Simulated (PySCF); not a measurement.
# Ionisation energy of Au by level of theory

Au [Xe] 4f14 5d10 6s1 (2S) → Au⁺ [Xe] 4f14 5d10 (1S), as a difference of total energies. Computed with PySCF 2.14 in x2c-TZVPPall with one added diffuse shell each of s, p, d, f type (12s8p8d4f1g, 113 functions), with scalar relativity by spin-free X2C-1e. Correlated levels: valence: [Xe] 4f14 frozen; valence and next inner shell: [Kr] 4d10 4f14 frozen. The calculations carry no spin-orbit coupling.

| method | ionisation energy (eV) |
| --- | --- |
| UHF | 7.710 |
| LDA | 9.922 |
| PBE | 9.581 |
| PBE0 | 9.249 |
| r2SCAN | 9.565 |
| r2SCANh | 9.460 |
| B2PLYP | 9.248 |
| M06-L | 9.196 |
| MP2 (valence) | 9.154 |
| SCS-MP2 (valence) | 8.964 |
| MP2 (valence and next inner shell) | 9.323 |
| SCS-MP2 (valence and next inner shell) | 9.077 |

Question: How much does correlation contribute at MP2 (valence and next inner shell)?

Answer: 9.323 − (7.710) = 1.613 eV, measured against UHF.

Errors of the correlated levels include the incompleteness of this basis and the frozen core.

For comparison: 9.226 eV (measured; NIST Atomic Spectra Database, ionization energies).
